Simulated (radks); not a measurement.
Values are calculated unless marked as measured or tabulated.
Cr+, 23 electrons, occupied as [Ar] 3d5.

Code: a radial shooting solver on a logarithmic mesh with Libxc functionals. Model: scalar-relativistic Kohn-Sham, PBEsol, spin-polarised, spherical densities, point nucleus; open shells are filled with parallel spins first.

Energy parts (hartree):
total: -1049.38436
kinetic: 1059.90370
electron-nucleus: -2500.27743
Hartree: 438.61796
exchange-correlation: -47.62859

Orbitals (lengths in bohr, moments of r in powers of bohr; <r^-3> diverges for s and p1/2; r(max) is where P^2 peaks; r(90%) holds 90 % of the orbital's charge):
orbital  occ.  eigenvalue (hartree)  r(90%)   r(max)  <r^-3>       <r^4>
1s up       1             -216.0930   0.114  0.04164       -  0.00007611
1s down     1             -216.0939   0.114  0.04164       -  0.00007611
2s up       1             -24.72032   0.456   0.2438       -     0.01821
2s down     1             -24.65870   0.455   0.2436       -     0.01805
2p up       3             -20.81696   0.427   0.1978   360.9     0.01426
2p down     3             -20.76999   0.426   0.1976   362.2     0.01409
3s up       1              -3.00652    1.36   0.7778       -       1.465
3s down     1              -2.84347    1.36   0.7782       -       1.478
3p up       3              -1.96352    1.50   0.7994   42.73       2.199
3p down     3              -1.80157    1.51   0.8001   42.31       2.250
3d up       5              -0.40110    2.45   0.8408   2.980       18.32
4s up       0              -0.38111    4.47    2.516       -       168.7
4p up       0              -0.22740    5.80    3.161   2.465       473.9

The highest occupied level is 3d up at -10.915 eV. Spin moment in Bohr magnetons: 5. The density falls to 0.001 e/bohr^3 at r = 3.54 bohr. Summed over all electrons, <r^2> = 22.10 bohr^2, which gives a Langevin (diamagnetic) susceptibility term of -17.5 x 10^-6 cm^3/mol.

Run on one thread of a shared host, so times are rough (Intel(R) Xeon(R) Platinum 8259CL CPU @ 2.50GHz): 0.42 s of CPU time, 0.42 s wall, 16 iterations on 2546 mesh points.
